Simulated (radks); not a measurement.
Results of a calculation; reference values are marked as such.
Question: These are the eigenvalues of the occupied orbitals of an atom or ion with whole-number occupations (eV). Code: a radial shooting solver on a logarithmic mesh with Libxc functionals. Model: non-relativistic Kohn-Sham, TPSS, spin-polarised, spherical densities, point nucleus; meta-GGA in the generalised Kohn-Sham scheme.

orbital  eigenvalue
1s up     -30486.97
1s down   -30486.94
2s up     -5604.998
2s down   -5592.679
2p up     -5336.808
2p down   -5327.532
3s up     -1941.880
3s down   -1927.998
3p up     -1836.827
3p down   -1821.620
3d up     -1658.839

Which element is it, and in what charge state? The configuration may be excited. Open shells, if any, are filled with parallel spins first.

Answer: Z = 51, antimony, charge +29: Sb29+ in [Ar] 3d4. The list shows which subshells hold electrons but not how many an open one holds; the 1s level, -1120.4 hartree, gives Z - s = 47.3 by -(Z - s)^2/2, which with screening narrows Z to a few neighbours, and the depths of the outer levels then fix element, charge and occupations together.
